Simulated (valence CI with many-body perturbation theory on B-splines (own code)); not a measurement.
**Tl X in brief**

Computed by valence CI with perturbative core correlation (CI+MBPT): four valence electrons over a frozen Dirac-Fock core [Xe] 4f14, a basis of 9 s, 9 p, 10 d, 8 f, 5 g, 3 h, 1 i functions for each j, with the one-electron correlation potential Σ1 (screened to all orders), the two-electron term Σ2, the three-electron term Σ3, Breit, model QED; selected single and double excitations, second order for the rest, scaled by the run's own slope (own B-spline code, finite nucleus).

No measured spectrum was set against this ion. As an estimate, terms of the open shell hold to 2 to 4 % of their energy, and close levels can change places. Core correlation moves these levels by up to 17000 cm⁻¹, and in measured spectra 5 to 20 % of such shifts remained as error; rates that hang on mixing are uncertain with them. Only levels of the ground parity were solved; by the run's estimate the other parity begins above the list, which can be wrong where configurations are misplaced.

Levels are named by their leading jj configuration (3d3/2^4 stands for four electrons in 3d with j = 3/2), which in mixed levels can hold well under half, so a name can repeat and another be missing.

Rates and lifetimes use the calculated energies. Strong lines usually hold to 10 to 20 %, long lifetimes can be off by a factor of two.

(1) What is the ground level?

(2) What is the ionisation energy?

(3) Name the longest-lived excited levels whose lifetime is computed, and their main decay.

(4) How well does LS coupling describe the low levels?

Results:

(1) (5d3/2^4) J=0, composition 47 % 5d4 3P + 46 % 5d4 5D + 7 % 5d4 1S.

(2) 158.5 eV; NIST lists 158 ± 2.2 eV (theoretical).

(3) (5d3/2^2 5d5/2^2) J=6 at 56566 cm⁻¹ lives 1.74 s, mostly by M1 to (5d3/2^2 5d5/2^2) J=5; (5d3/2^3 5d5/2) J=3 at 29543 cm⁻¹ lives 198 ms, mostly by M1 to (5d3/2^3 5d5/2) J=2; (5d3/2^3 5d5/2) J=2 at 24162 cm⁻¹ lives 29.5 ms, mostly by M1 to (5d3/2^3 5d5/2) J=1. The lifetime of (5d3/2^3 5d5/2) J=4 is too uncertain to give, and may be longer.

(4) Among the lowest 20 levels the leading LS term, summed over configurations, holds 55 % on average. For single configurations the figures are 55 % in LS and 80 % in jj coupling. Terms mix most in the J = 4 level at 29622 cm⁻¹, where the leading one holds 31 %.
